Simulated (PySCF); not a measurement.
Predicted spectroscopic data

Calculated, not measured (PySCF 2.14): GFN2-xTB structure, PBE0/pcSseg-1 with gauge-including orbitals. Equivalent nuclei averaged, no relativistic terms, no solvent, one computed conformer.

δ = σ(ref) − σ, references computed at the same level: ¹H (31.72 ppm) and ¹³C (186.93 ppm) against TMS. Where no couplings were computed, multiplicities follow the n + 1 count of equivalent neighbours, and m marks all less simple cases (inequivalent or close neighbours, rings, F or P nearby). Shifts are as computed. Against solution values, carbons near 30 ppm lie about +3 ppm off and those near 130 ppm about +5 ppm. Of 1211 compounds with measured shifts, 218 miss one by over three times the rms of a fit or turn the order of signals round; such compounds aren't used in these exercises. OH and NH positions are gas-phase values without hydrogen bonding to other molecules.

**1.** `C1=C([SiH2]O)C=CN=C1`, C$_{5}$H$_{7}$NOSi. ¹H NMR (400 MHz, computed): δ 9.05 (d, 2H), 7.62 (d, 2H), 5.40 (s, 2H), 1.33 (br s, 1H). ¹³C{¹H} NMR (computed): δ 155.4, 150.6, 133.4.

**2.** `COCCC(OC=C)=O`, C$_{6}$H$_{10}$O$_{3}$. ¹H NMR (400 MHz, computed): δ 7.93 (m, 1H), 5.12 (m, 1H), 4.86 (m, 1H), 3.64 (t, 2H), 3.58 (s, 3H), 2.77 (t, 2H). ¹³C{¹H} NMR (computed): δ 174.2, 148.8, 101.7, 72.3, 61.7, 38.0.
